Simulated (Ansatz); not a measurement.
**Two structures, one formula**

The two ends of one reaction step of SiNH4Cl3O, singlet (PBE0-D4/def2-TZVP).

A:

```xyz
10
angstrom
Si -0.3403 0.1261 -0.6281
O 0.2247 -1.4195 -0.5211
Cl -1.1893 -0.0934 -2.5687
Cl -2.1055 0.6892 0.3209
Cl 0.9309 1.6990 -1.1216
H 0.0679 -0.4615 1.8272
N 0.5053 0.2265 1.2222
H 0.0175 -1.9258 -1.3117
H 0.3940 1.1473 1.6317
H 1.4949 0.0123 1.1493
```

B:

Si1  (-0.201, 1.178, -0.579)
O2  (-0.159, -2.560, 0.582)
Cl3  (0.169, 0.088, -2.251)
Cl4  (-2.183, 1.225, -0.167)
Cl5  (0.419, 3.083, -0.941)
H6  (-0.007, -1.607, 0.623)
N7  (0.572, 0.405, 0.722)
H8  (-0.485, -2.721, -0.306)
H9  (0.310, 0.676, 1.659)
H10  (1.565, 0.232, 0.657)
(Å)

Ansatz 0.2.0; basis: def2-TZVPP; cores frozen in the correlated methods. B3LYP uses VWN-RPA correlation.

Question: Which structure is lower at CCSD(T), and by how much? (To be estimated.)

Answer: The calculation gives: A, by 55.5 kJ/mol (electronic energy, against the other). By their contacts, A is SiNH₄Cl₃O ([NH3][Si]([OH])([Cl])([Cl])[Cl]) and B is a complex of SiNH₂Cl₃ ([NH2][Si]([Cl])([Cl])[Cl]) + H₂O.

All methods give the same order:

```
      method  E(B) − E(A) (kJ/mol)
       SPW92                  82.8
      PBE-D4                  55.3
     BLYP-D4                  45.1
   r2SCAN-D4                  62.2
      B97M-V                  60.3
     PBE0-D4                  57.4
    B3LYP-D4                  47.8
  r2SCAN0-D4                  62.3
    BHLYP-D4                  51.0
CAM-B3LYP-D4                  53.1
     wB97X-V                  58.6
     wB97M-V                  60.6
      B2PLYP                  49.5
    PBE-QIDH                  60.9
  RPA on PBE                  52.5
          HF                  32.0
         MP2                  58.7
        CCSD                  52.3
     CCSD(T)                  55.5
```

No T1 diagnostic of these runs exceeds 0.010.

Labels in which every atom is bracketed show which atoms are joined, not bond orders.

For scale, one of the runs: CCSD(T)/def2-TZVPP, 286 basis functions, launched by `ansatz run in.yaml --threads 8 --pin off --events-out ev --progress --plain --max-ram 19148MiB`. Hardware: 8 CPU threads of an Arm Neoverse V2, shared host. Wall time 2.9 min; peak host memory 8.2 GiB.
